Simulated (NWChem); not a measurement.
System: ZnHSF; SMILES [F][Zn][SH]

```xyz
4

Zn    -0.0143     0.3775     0.0000
F     -0.0051     2.1197     0.0000
S     -0.0514    -1.7833     0.0000
H      1.2989    -1.8679     0.0000
```
Atoms are numbered in this order, from 1.

Computed with NWChem. All runs use the structure optimised with PBE0/def2-SVP. Ions are spin-unrestricted doublets at the neutral geometry; other ion states weren't tried.

Q: Estimate the computed values for CAM-B3LYP/def2-SVP. Quantities: vertical ionisation energy, ΔSCF (eV); −ε(HOMO) (eV).

A: The vertical ionisation energy, ΔSCF (eV) comes out as 10.09 and the −ε(HOMO) (eV) is 8.73.
